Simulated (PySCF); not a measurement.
A side-by-side comparison of computed properties.

First species: C₅H₁₂OS.
SMILES: `CCS[C@@H](C)OC`

Second species: C4H6O.
Numbering: `[O:1]=[CH:2][CH:3]1[CH2:4][CH2:5]1` (hydrogens: H6 on C2; H7 on C3; H8, H9 on C4; H10, H11 on C5)

Levels: PBE0/def2-SVPD for dipole moment, HOMO energy, LUMO energy, HOMO–LUMO gap, static isotropic polarisability and electronic spatial extent ⟨r²⟩ about the centre of nuclear charge; TDDFT PBE0/def2-SVPD for lowest singlet excitation; TDA PBE0/def2-SVPD for lowest triplet excitation (Tamm–Dancoff); GFN2-xTB for rotational constant A and rotational constant C. Geometries: GFN2-xTB. Each species is one conformer at its optimised geometry, gas phase, non-relativistic unless stated. Electronic properties by PySCF.

The conformers computed, where there is a choice (atom-mapped SMILES and torsion angles):
- `[CH3:1][CH2:2][S:3][C@@H:4]([CH3:5])[O:6][CH3:7]`: C1–C2–S3–C4 -146°, C2–S3–C4–C5 -67°, S3–C4–O6–C7 70°
- `[O:1]=[CH:2][CH:3]1[CH2:4][CH2:5]1`: O1–C2–C3–C4 146°

Values for the first species:

```
Dipole moment                                                     : 0.90 D
HOMO energy                                                       : -6.36 eV
LUMO energy                                                       : 0.53 eV
HOMO–LUMO gap                                                     : 6.89 eV
Lowest singlet excitation                                         : 5.39 eV
Lowest triplet excitation (Tamm–Dancoff)                          : 4.97 eV
Static isotropic polarisability                                   : 89.1 au
Electronic spatial extent ⟨r²⟩ about the centre of nuclear charge : 1114 bohr²
Rotational constant A                                             : 2.744 GHz
Rotational constant C                                             : 1.233 GHz
```

Question: Estimate the same properties for the second species, and the change in each.

Answer: 
```csv
property,first,second,second less first
dipole moment,0.90 D,3.53 D,+2.63 D
HOMO energy,-6.36 eV,-7.46 eV,-1.10 eV
LUMO energy,0.53 eV,-0.70 eV,-1.23 eV
HOMO–LUMO gap,6.89 eV,6.76 eV,-0.13 eV
lowest singlet excitation,5.39 eV,4.43 eV,-0.96 eV
lowest triplet excitation (Tamm–Dancoff),4.97 eV,3.80 eV,-1.17 eV
static isotropic polarisability,89.1 au,49.7 au,-39.4 au
electronic spatial extent ⟨r²⟩ about the centre of nuclear charge,1114 bohr²,435 bohr²,-679 bohr²
rotational constant A,2.744 GHz,16.207 GHz,+13.463 GHz
rotational constant C,1.233 GHz,3.043 GHz,+1.810 GHz
```

On the first: The vertical singlet–triplet gap S1 − T1 is 0.42 eV (TDDFT singlet less Tamm–Dancoff triplet; S1: HOMO→LUMO, weight 0.89; T1: HOMO→LUMO, weight 0.79). The principal polarisabilities are 79.5, 86.7 and 101.2 au; their mean is the isotropic value.

On the second: The 8 singlets span 4.43 to 8.53 eV, and their oscillator strengths add up to 0.38. The principal polarisabilities are 42.5, 44.6 and 62.1 au; their mean is the isotropic value.
